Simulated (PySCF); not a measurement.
**Telling isomers of C4H3F5O apart by NMR**

PySCF 2.14.0 with density-fitted response routines calculation with coordinates at the GFN2-xTB level and GIAO PBE0/pcSseg-1 shieldings; single conformer, non-relativistic, no solvent, equivalent nuclei averaged.

References, each an isolated molecule treated in the same way: TMS for ¹H (σref 31.72), ¹³C (σref 186.93). Splittings of carbon signals by F and P are missing where no couplings were computed. Where no couplings were computed, multiplicities follow the n + 1 count of equivalent neighbours, and m marks all less simple cases (inequivalent or close neighbours, rings, F or P nearby). Shifts are as computed. Against solution values, carbons near 30 ppm lie about +3 ppm off and those near 130 ppm about +5 ppm. Of 1211 compounds with measured shifts, 218 miss one by over three times the rms of a fit or turn the order of signals round; such compounds aren't used in these exercises.

(1) Tabulate the signals of `FCO/C(F)=C\C(F)(F)F`, `F/C=C(/F)COC(F)(F)F`, `F[C@@H]1C[C@]1(F)OC(F)(F)F` and their relative energies.

(2) What is the quickest way to tell F/C=C(/F)COC(F)(F)F from F[C@@H]1C[C@]1(F)OC(F)(F)F?

(3) What is the quickest way to tell FCO/C(F)=C\C(F)(F)F from F[C@@H]1C[C@]1(F)OC(F)(F)F?

(4) What is the quickest way to tell FCO/C(F)=C\C(F)(F)F from F/C=C(/F)COC(F)(F)F?

Results:

(1) 
| SMILES | carbon types | δC | δH | E rel. (kcal/mol) |
| --- | --- | --- | --- | --- |
| FCO/C(F)=C\C(F)(F)F | 2×C 1×CH 1×CH2 | 171.1, 132.2, 100.2, 84.0 | 6.12 (m, 2H), 4.93 (m, 1H) | 0.0 |
| F/C=C(/F)COC(F)(F)F | 2×C 1×CH 1×CH2 | 161.9, 155.0, 131.2, 65.7 | 7.69 (m, 1H), 4.98 (m, 2H) | 4.8 |
| F[C@@H]1C[C@]1(F)OC(F)(F)F | 2×C 1×CH 1×CH2 | 131.3, 103.3, 76.0, 20.8 | 4.94 (m, 1H), 1.72 (m, 1H), 1.65 (m, 1H) | 6.1 |

Energies are electronic energies at PBE0/pcSseg-1 on these geometries, without zero-point or thermal terms, each for the one conformer computed, which needn't be the lowest.

(2) Both give the same number of carbon signals, with the same numbers of each carbon type, so the positions decide. The first has an alkene CH at 155.0 ppm, the second a three-membered-ring carbon (CH) at 76.0 ppm. Their most deshielded carbons lie at 161.9 and 131.3 ppm. In the proton spectra the most deshielded non-exchanging signals are 7.69 (m, 1H) and 4.94 (m, 1H).

(3) Both give the same number of carbon signals, with the same numbers of each carbon type, so the positions decide. The first has an sp3 CH2 bonded to F and O at 100.2 ppm, the second a three-membered-ring carbon (CH2) at 20.8 ppm. Their most deshielded carbons lie at 171.1 and 131.3 ppm. In the proton spectra the most deshielded non-exchanging signals are 6.12 (m, 2H) and 4.94 (m, 1H).

(4) Both give the same number of carbon signals, with the same numbers of each carbon type, so the positions decide. The first has a β carbon of an enol-ether or enamine type C=C (CH) at 84.0 ppm, the second an alkene CH at 155.0 ppm. Their most deshielded carbons lie at 171.1 and 161.9 ppm. In the proton spectra the most deshielded non-exchanging signals are 6.12 (m, 2H) and 7.69 (m, 1H).
